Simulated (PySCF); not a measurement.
Vertical excitations of a molecule C3H9Ga from TDA-PBE0/def2-SVPD run with PySCF 2.14.0, as energy in eV (oscillator strength): 5.42 (0.000), 5.42 (0.000), 6.43 (0.098), 6.43 (0.100), 7.74 (0.000), 7.76 (0.040), 7.76 (0.040), 7.79 (0.000), 8.38 (0.010), 8.38 (0.014). Lowest triplet (TDA): 5.08 eV. Coordinates come from a B3LYP-D3(BJ)/def2-SVP optimisation. Other conformers were not sampled.

Pick the molecule that these values belong to.
A. C[CH](C)[GaH2]
B. [CH3][Ga]([CH3])[CH3]
C. CC[CH2][GaH2]
D. C[CH2][GaH][CH3]

B, [CH3][Ga]([CH3])[CH3]
